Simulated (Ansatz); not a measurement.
Born–Oppenheimer molecular dynamics of C₂H₆BClO (11 atoms, charge 0, multiplicity 1). It starts from a relaxed structure.

Theory: RKS r2SCAN/STO-3G (Ansatz 0.2.0).

```
ensemble        : NVT, Langevin thermostat
time step       : 0.25 fs
steps asked     : 266
set temperature : 300 K
friction        : 0.005 /fs
seed            : 720579
```

First frame:

```xyz
11
Properties=species:S:1:pos:R:3
B 1.140 1.536 -0.581
C 0.157 0.534 0.134
Cl -0.296 1.141 -1.931
O 0.448 -0.794 0.245
C -0.744 -1.615 0.627
H 2.160 1.101 -0.951
H 1.060 2.656 -0.256
H -0.809 0.852 0.592
H -1.419 -1.704 -0.247
H -1.280 -1.155 1.480
H -0.350 -2.608 0.908
```

Task: How far do the bonds stretch over the last three quarters of this one trajectory? (Pairs bonded in most of those frames.)

Result: 
```csv
bond,mean (Å),spread (Å),shortest,longest
B1–C2,1.561,0.026,1.52,1.63
B1–Cl3,2.058,0.050,1.98,2.12
B1–H6,1.171,0.013,1.15,1.20
B1–H7,1.170,0.014,1.14,1.20
C2–Cl3,2.147,0.030,2.10,2.19
C2–O4,1.366,0.020,1.32,1.39
C2–H8,1.118,0.019,1.09,1.15
O4–C5,1.495,0.017,1.47,1.52
C5–H9,1.110,0.032,1.06,1.16
C5–H10,1.107,0.015,1.08,1.14
C5–H11,1.110,0.033,1.05,1.17
```

Mean temperature of the second half: 193 K. The mean temperature of the second half is 36 % below the set value. A run of 0.067 ps of so small a system gives no equilibrium averages. Limits of this set-up: minimal basis.

The run took 8.2 min on 1 thread of Arm Neoverse V2 (shared host), peak memory 0.087 GiB.
